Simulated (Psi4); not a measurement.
Input for Psi4: SAPT0/jun-cc-pV(D+d)Z on FH7Si2 (a complex).

```
memory 2025 MB

molecule dimer {
0 1
F     1.45958480    0.31951535   -0.17441569
H     1.34353286    0.29973948    0.74874191
--
0 1
Si   -0.42224677   -0.17064279    5.23981039
Si   -0.39306729   -0.16977596    2.89615928
H    -1.76996695   -0.55755153    5.71966105
H    -0.09492958    1.18239471    5.74750020
H     0.57411721   -1.13894779    5.75482025
H    -0.68295668   -1.51223894    2.34339411
H     0.97424272    0.22039609    2.43984237
H    -1.34854097    0.81253999    2.33586499
units angstrom
symmetry c1
no_reorient
no_com
}

set {
  basis jun-cc-pV(D+d)Z
  scf_type df
  freeze_core true
}

energy('sapt0')
```

Output:

```
[...]
==> Input File <==

--------------------------------------------------------------------------
memory 2025 MB

molecule dimer {
0 1
F     1.45958480    0.31951535   -0.17441569
H     1.34353286    0.29973948    0.74874191
--
0 1
Si   -0.42224677   -0.17064279    5.23981039
Si   -0.39306729   -0.16977596    2.89615928
H    -1.76996695   -0.55755153    5.71966105
H    -0.09492958    1.18239471    5.74750020
H     0.57411721   -1.13894779    5.75482025
H    -0.68295668   -1.51223894    2.34339411
H     0.97424272    0.22039609    2.43984237
H    -1.34854097    0.81253999    2.33586499
units angstrom
symmetry c1
no_reorient
no_com
}

set {
  basis jun-cc-pV(D+d)Z
  scf_type df
  freeze_core true
}

energy('sapt0')
--------------------------------------------------------------------------


   => Loading Basis Set <=

    Name: JUN-CC-PV(D+D)Z
    Role: ORBITAL
    Keyword: BASIS
    atoms 1       entry F          line   290 file jun-cc-pv_dpd_z.gbs
    atoms 2, 5-10 entry H          line    60 file jun-cc-pv_dpd_z.gbs
    atoms 3-4     entry SI         line   566 file jun-cc-pv_dpd_z.gbs

   => Loading Basis Set <=

    Name: JUN-CC-PV(D+D)Z
    Role: ORBITAL
    Keyword: BASIS
    atoms 1       entry F          line   290 file jun-cc-pv_dpd_z.gbs
    atoms 2, 5-10 entry H          line    60 file jun-cc-pv_dpd_z.gbs
    atoms 3-4     entry SI         line   566 file jun-cc-pv_dpd_z.gbs


  //>>>>>>>>>>>>>>>>>>>>>>>>>>>>>>>>>>>//
  //              Dimer HF             //
  //<<<<<<<<<<<<<<<<<<<<<<<<<<<<<<<<<<<//

   => Libint2 <=

    Primary   basis highest AM E, G, H:  7, 6, 3
    Auxiliary basis highest AM E, G, H:  7, 7, 4
    Onebody   basis highest AM E, G, H:  -, -, -
    Solid Harmonics ordering:            Gaussian


   => Loading Basis Set <=

    Name: JUN-CC-PV(D+D)Z
    Role: ORBITAL
    Keyword: BASIS
    atoms 1       entry F          line   290 file jun-cc-pv_dpd_z.gbs
    atoms 2, 5-10 entry H          line    60 file jun-cc-pv_dpd_z.gbs
    atoms 3-4     entry SI         line   566 file jun-cc-pv_dpd_z.gbs


         ---------------------------------------------------------
                                   SCF
               by Justin Turney, Rob Parrish, Andy Simmonett
                          and Daniel G. A. Smith
                              RHF Reference
                        1 Threads,   1931 MiB Core
         ---------------------------------------------------------

  ==> Geometry <==

    Molecular point group: c1
    Full point group: C1

    Geometry (in Angstrom), charge = 0, multiplicity = 1:

       Center              X                  Y                   Z               Mass
    ------------   -----------------  -----------------  -----------------  -----------------
         F            1.459584800000     0.319515350000    -0.174415690000    18.998403162730
         H            1.343532860000     0.299739480000     0.748741910000     1.007825032230
         SI          -0.422246770000    -0.170642790000     5.239810390000    27.976926534650
         SI          -0.393067290000    -0.169775960000     2.896159280000    27.976926534650
         H           -1.769966950000    -0.557551530000     5.719661050000     1.007825032230
         H           -0.094929580000     1.182394710000     5.747500200000     1.007825032230
         H            0.574117210000    -1.138947790000     5.754820250000     1.007825032230
         H           -0.682956680000    -1.512238940000     2.343394110000     1.007825032230
         H            0.974242720000     0.220396090000     2.439842370000     1.007825032230
         H           -1.348540970000     0.812539990000     2.335864990000     1.007825032230

  Running in c1 symmetry.

  Rotational constants: A =      0.30360  B =      0.01480  C =      0.01425 [cm^-1]
  Rotational constants: A =   9101.62511  B =    443.67931  C =    427.29572 [MHz]
  Nuclear repulsion =  137.543623983312301

  Charge       = 0
  Multiplicity = 1
  Electrons    = 44
  Nalpha       = 22
  Nbeta        = 22

  ==> Algorithm <==

  SCF Algorithm Type is DF.
  DIIS enabled.
  MOM disabled.
  Fractional occupation disabled.
  Guess Type is SAD.
  Energy threshold   = 1.00e-08
  Density threshold  = 1.00e-08
  Integral threshold = 1.00e-12

  ==> Primary Basis <==

  Basis Set: JUN-CC-PV(D+D)Z
    Blend: JUN-CC-PV(D+D)Z
    Number of shells: 51
    Number of basis functions: 107
    Number of Cartesian functions: 112
    Spherical Harmonics?: true
    Max angular momentum: 2

   => Loading Basis Set <=

    Name: (JUN-CC-PV(D+D)Z AUX)
    Role: JKFIT
    Keyword: DF_BASIS_SCF
    atoms 1       entry F          line   314 file jun-cc-pvdz-jkfit.gbs
    atoms 2, 5-10 entry H          line    70 file jun-cc-pvdz-jkfit.gbs
    atoms 3-4     entry SI         line   506 file jun-cc-pvdz-jkfit.gbs

  ==> Integral Setup <==

  DFHelper Memory: AOs need 0.042 GiB; user supplied 1.414 GiB.
  SCF_SUBTYPE=INCORE selected. In-core MEM_DF algorithm will be used.
  Using
[...]
741658   100A      5.741821   101A      6.023743
     102A      6.027665   103A      6.700980   104A      7.088592
     105A      7.097205   106A      7.969853   107A     42.864118

    Final Occupation by Irrep:
              A
    DOCC [    17 ]
    NA   [    17 ]
    NB   [    17 ]

  @DF-RHF Final Energy:  -581.35136895282517

   => Energetics <=

    Nuclear Repulsion Energy =             90.7624233400992892
    One-Electron Energy =                -986.2777090709721506
    Two-Electron Energy =                 314.1639167780476214
    Total Energy =                       -581.3513689528251689

Computation Completed


Properties will be evaluated at   0.000000,   0.000000,   0.000000 [a0]

Properties computed using the SCF density matrix


 Multipole Moments:

 ------------------------------------------------------------------------------------
     Multipole            Electronic (a.u.)      Nuclear  (a.u.)        Total (a.u.)
 ------------------------------------------------------------------------------------

 L = 1.  Multiply by 2.5417464519 to convert [e a0] to [Debye]
 Dipole X            :         25.9735036          -26.0072256           -0.0337220
 Dipole Y            :         10.8737695          -10.8834429           -0.0096734
 Dipole Z            :       -261.2003563          261.2445426            0.0441863
 Magnitude           :                                                    0.0564197

 ------------------------------------------------------------------------------------

  Constructing Basis Sets for SAPT...

   => Loading Basis Set <=

    Name: (JUN-CC-PV(D+D)Z AUX)
    Role: RIFIT
    Keyword: DF_BASIS_SAPT
    atoms 1       entry F          line   232 file jun-cc-pvdz-ri.gbs
    atoms 2, 5-10 entry H          line    30 file jun-cc-pvdz-ri.gbs
    atoms 3-4     entry SI         line   376 file jun-cc-pvdz-ri.gbs

   => Loading Basis Set <=

    Name: (JUN-CC-PV(D+D)Z AUX)
    Role: JKFIT
    Keyword: DF_BASIS_ELST
    atoms 1       entry F          line   314 file jun-cc-pvdz-jkfit.gbs
    atoms 2, 5-10 entry H          line    70 file jun-cc-pvdz-jkfit.gbs
    atoms 3-4     entry SI         line   506 file jun-cc-pvdz-jkfit.gbs


  //>>>>>>>>>>>>>>>>>>>>>>>>>>>>>>>>>>>//
  //               SAPT0               //
  //<<<<<<<<<<<<<<<<<<<<<<<<<<<<<<<<<<<//



        SAPT0
    Ed Hohenstein
     6 June 2009

      Orbital Information
  --------------------------
    NSO        =       107
    NMO        =       107
    NRI        =       333
    NRI (Elst) =       482
    NOCC A     =         5
    NOCC B     =        17
    FOCC A     =         1
    FOCC B     =        10
    NVIR A     =       102
    NVIR B     =        90

    Elst10,r            =    -0.002967209247 [Eh]
    Exch10              =     0.007225851475 [Eh]
    Exch10 (S^2)        =     0.007186869816 [Eh]

    Maxiter = 50
    CPHF R converge = 1.000000E-08

    Iter     Energy [mEh]          dE [mEh]         Residual      Time [s]
       1      -0.14451604       0.144516042     1.778455e-03             0
       2      -0.17181102       0.027294978     5.788457e-04             0
       3      -0.17387012       0.002059103     1.524732e-04             0
       4      -0.17304843      -0.000821694     3.125286e-05             0
       5      -0.17313999       0.000091557     5.699648e-06             0
       6      -0.17314013       0.000000143     1.831688e-06             0
       7      -0.17313770      -0.000002426     2.491564e-07             0
       8      -0.17313816       0.000000458     3.013581e-08             0
       9      -0.17313812      -0.000000035     4.765408e-09             0

    CHF Iterations converged

    Maxiter = 50
    CPHF R converge = 1.000000E-08

    Iter     Energy [mEh]          dE [mEh]         Residual      Time [s]
       1      -3.79704550       3.797045504     1.043942e-02             0
       2      -4.94930452       1.152259016     2.509565e-03             0
       3      -4.95833739       0.009032864     6.772142e-04             0
       4      -4.93928865      -0.019048739     1.439926e-04             0
       5      -4.94267878       0.003390130     3.064830e-05             0
       6      -4.94258512      -0.000093656     8.017564e-06             0
       7      -4.94250245      -0.000082670     1.345203e-06             0
       8      -4.94251382       0.000011372     3.131720e-07             0
       9      -4.94251366      -0.000000160     5.190175e-08             0
      10      -4.94251327      -0.000000396     7.637553e-09             0

    CHF Iterations converged

    Ind20,r (A<-B)      =    -0.000173138125 [Eh]
    Ind20,r (B<-A)      =    -0.004942513265 [Eh]
    Ind20,r             =    -0.005115651390 [Eh]
    Exch-Ind20,r (A<-B) =     0.000125209507 [Eh]
    Exch-Ind20,r (B<-A) =     0.002277365027 [Eh]
    Exch-Ind20,r        =     0.002402574534 [Eh]
    Disp20              =    -0.002131913099 [Eh]
    Disp20 (SS)         =    -0.001065956549 [Eh]
    Disp20 (OS)         =    -0.001065956549 [Eh]
    Exch-Disp20         =     0.000278857132 [Eh]
    Exch-Disp20 (SS)    =     0.000164580439 [Eh]
    Exch-Disp20 (OS)    =     0.000114276693 [Eh]

    SAPT Results
  --------------------------------------------------------------------------------------------------------
    Electrostatics                 -2.96720925 [mEh]      -1.86195191 [kcal/mol]      -7.79040680 [kJ/mol]
      Elst10,r                     -2.96720925 [mEh]      -1.86195191 [kcal/mol]      -7.79040680 [kJ/mol]

    Exchange                        7.22585148 [mEh]       4.53429026 [kcal/mol]      18.97147043 [kJ/mol]
      Exch10                        7.22585148 [mEh]       4.53429026 [kcal/mol]      18.97147043 [kJ/mol]
      Exch10(S^2)                   7.18686982 [mEh]       4.50982890 [kcal/mol]      18.86912410 [kJ/mol]

    Induction                      -3.89042006 [mEh]      -2.44127545 [kcal/mol]     -10.21429647 [kJ/mol]
      Ind20,r                      -5.11565139 [mEh]      -3.21011971 [kcal/mol]     -13.43114087 [kJ/mol]
      Exch-Ind20,r                  2.40257453 [mEh]       1.50763828 [kcal/mol]       6.30795857 [kJ/mol]
      delta HF,r (2)               -1.17734321 [mEh]      -0.73879402 [kcal/mol]      -3.09111417 [kJ/mol]

    Dispersion                     -1.85305597 [mEh]      -1.16281017 [kcal/mol]      -4.86519777 [kJ/mol]
      Disp20                       -2.13191310 [mEh]      -1.33779567 [kcal/mol]      -5.59733707 [kJ/mol]
      Exch-Disp20                   0.27885713 [mEh]       0.17498549 [kcal/mol]       0.73213930 [kJ/mol]
      Disp20 (SS)                  -1.06595655 [mEh]      -0.66889783 [kcal/mol]      -2.79866853 [kJ/mol]
      Disp20 (OS)                  -1.06595655 [mEh]      -0.66889783 [kcal/mol]      -2.79866853 [kJ/mol]
      Exch-Disp20 (SS)              0.16458044 [mEh]       0.10327578 [kcal/mol]       0.43210588 [kJ/mol]
      Exch-Disp20 (OS)              0.11427669 [mEh]       0.07170971 [kcal/mol]       0.30003342 [kJ/mol]

  Total HF                          0.36822216 [mEh]       0.23106290 [kcal/mol]       0.96676716 [kJ/mol]
  Total SAPT0                      -1.48483380 [mEh]      -0.93174728 [kcal/mol]      -3.89843061 [kJ/mol]

  Special recipe for scaled SAPT0 (see Manual):
    Electrostatics sSAPT0          -2.96720925 [mEh]      -1.86195191 [kcal/mol]      -7.79040680 [kJ/mol]
    Exchange sSAPT0                 7.22585148 [mEh]       4.53429026 [kcal/mol]      18.97147043 [kJ/mol]
    Induction sSAPT0               -3.85111286 [mEh]      -2.41660980 [kcal/mol]     -10.11109542 [kJ/mol]
    Dispersion sSAPT0              -1.84849374 [mEh]      -1.15994733 [kcal/mol]      -4.85321964 [kJ/mol]
  Total sSAPT0                     -1.44096437 [mEh]      -0.90421879 [kcal/mol]      -3.78325143 [kJ/mol]
  --------------------------------------------------------------------------------------------------------



*** Psi4 exiting successfully. Buy a developer a beer!
```

The run finished.

Cost: about 10 core-seconds (a rough figure).
